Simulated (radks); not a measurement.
Task: These are the eigenvalues of the occupied orbitals of an atom or ion with whole-number occupations (Ry). Method: Dirac Kohn-Sham, PBEsol, spin-unpolarised, spherical densities, point nucleus; computed with a radial shooting solver on a logarithmic mesh with Libxc functionals.

1s1/2: -1036.330
2s1/2: -184.1332
2p1/2: -171.9847
2p3/2: -168.4290
3s1/2: -63.91021
3p1/2: -59.77033
3p3/2: -59.00487
4f5/2: -25.14319
4f7/2: -25.12589

Which element is it, and in what charge state? The configuration may be excited. Open shells, if any, are shared by 2j + 1.

Result: Z = 35, bromine, charge +19: Br19+ in [Ne] 3s2 3p3 4f1. The list shows which subshells hold electrons but not how many an open one holds; the 1s level, -518.16 hartree, gives Z - s = 32.2 by -(Z - s)^2/2, which with screening and relativity narrows Z to a few neighbours, and the depths of the outer levels then fix element, charge and occupations together.
